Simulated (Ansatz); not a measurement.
Consider the redistribution: `[F][InH2]` + `[SiH3][O][In]([SH])[Cl]` → `[SH][InH2]` + `[F][In]([Cl])[O][SiH3]`.

Isolated molecules relaxed with PBE0-D4/def2-TZVP in Ansatz; ΔE leaves out vibrations. CCSD(T)/CBS is the MP2 limit (def2-TZVPP, def2-QZVPP) plus CCSD(T) − MP2 in def2-TZVPP, frozen cores. Functionals use def2-TZVPP. Elements past krypton have def2 core potentials. For In outer-core shells are correlated without core-valence functions, which leaves a few kJ/mol of doubt a bond. One conformer a species, not always the lowest.

| level | ΔE (kcal/mol) |
| --- | --- |
| PBE-D4 | 5.7 |
| PBE0-D4 | 5.5 |
| B2PLYP | 5.3 |
| PBE | 5.2 |
| PBE0 | 5.1 |
| MP2/def2-TZVPP | 5.4 |
| CCSD/def2-TZVPP | 5.0 |
| MP2/CBS(def2) | 5.9 |

Q: What does CCSD(T)/CBS give? (Best estimate.)

A: Ansatz gave: +5.6 kcal/mol. The listed levels differ from it by 0.1, -0.1, -0.3, -0.4, -0.5, -0.2, -0.6, 0.3 kcal/mol.

Largest T1 diagnostic among the species: 0.016.

In def2-TZVPP, CCSD(T) changes the Hartree–Fock value by +0.9 kcal/mol (the triples alone add +0.1 kcal/mol) and MP2 by +1.3 kcal/mol.
